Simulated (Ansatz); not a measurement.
Two structures, one formula

The two ends of one reaction step of Al$_{2}$BH$_{4}$Cl$_{3}$O$_{5}$, singlet (PBE0-D4/def2-TZVP).

A:

| atom | x (Å) | y (Å) | z (Å) |
| --- | --- | --- | --- |
| B1 | -1.6585 | 0.8696 | 0.7307 |
| Cl2 | -1.3993 | -0.9101 | 1.1898 |
| Cl3 | -1.6715 | 1.0191 | -1.2038 |
| Cl4 | -3.1111 | 1.5663 | 1.4848 |
| H5 | -0.0593 | 1.5747 | 1.8551 |
| O6 | -0.4141 | 1.6429 | 0.9624 |
| Al7 | 0.5491 | 1.3588 | -0.6224 |
| O8 | 1.1643 | 2.8168 | -1.1878 |
| O9 | 1.2679 | -0.1420 | -0.5138 |
| Al10 | 0.6777 | -1.7208 | -0.2683 |
| O11 | 1.3556 | -2.7604 | 0.8911 |
| O12 | -0.1932 | -2.4054 | -1.5541 |
| H13 | 1.9306 | 2.8927 | -1.7521 |
| H14 | 1.9965 | -2.4727 | 1.5370 |
| H15 | -0.4349 | -3.3296 | -1.5486 |

B:

```csv
atom,x (Å),y (Å),z (Å)
B1,-1.8256,1.0697,-0.2679
Cl2,0.1810,-0.6667,2.4549
Cl3,-1.3642,1.1736,-2.0388
Cl4,-3.4699,0.7551,0.1710
H5,-0.4360,0.3220,1.8182
O6,-0.8131,1.3707,0.5310
Al7,0.6276,1.4044,-0.5634
O8,1.2643,2.9295,-0.8772
O9,1.4113,-0.0753,-0.4826
Al10,0.6993,-1.5172,0.0859
O11,1.5443,-2.9461,0.4199
O12,-0.9559,-1.5794,-0.3627
H13,2.1535,3.0775,-1.1913
H14,2.4964,-2.9864,0.4744
H15,-1.5131,-2.3315,-0.1714
```

Ansatz 0.2.0; basis: def2-TZVPP; cores frozen in the correlated methods. B3LYP uses VWN-RPA correlation.

(1) Which structure is lower at CCSD(T), and by how much? (To be estimated.)

The T1 diagnostic stays at or below 0.013.

Results:

(1) The calculation gives: A, by 0.226 eV (electronic energy, against the other). By their contacts, A is Al₂BH₄Cl₃O₅ ([OH][Al]1([OH])[O][Al]2([OH])[OH][B]([Cl])([Cl]1)[Cl]2) and B is Al₂BH₄Cl₃O₅ ([OH][Al]([OH])([ClH])[O][Al]12([OH])[O][B]1([Cl])[Cl]2).

All methods give the same order:

```
      method  E(B) − E(A) (eV)
       SPW92             0.259
      PBE-D4             0.181
     BLYP-D4             0.036
   r2SCAN-D4             0.196
      B97M-V             0.181
     PBE0-D4             0.295
    B3LYP-D4             0.135
  r2SCAN0-D4             0.288
    BHLYP-D4             0.240
CAM-B3LYP-D4             0.177
     wB97X-V             0.279
     wB97M-V             0.262
      B2PLYP             0.168
    PBE-QIDH             0.345
  RPA on PBE             0.200
          HF             0.237
         MP2             0.280
        CCSD             0.244
     CCSD(T)             0.226
```

Labels in which every atom is bracketed show which atoms are joined, not bond orders.

For scale, one of the runs: CCSD(T)/def2-TZVPP, 452 basis functions, launched by `ansatz run in.yaml --threads 4 --pin off --events-out ev --progress --plain --max-ram 66560MiB --backend cuda --devices 0, --max-vram 37GiB`. The run took 44 s on 4 CPU threads of an AMD EPYC 7R13 and a share of one NVIDIA H100 (shared host), with 1.1 GiB of host memory at its peak.
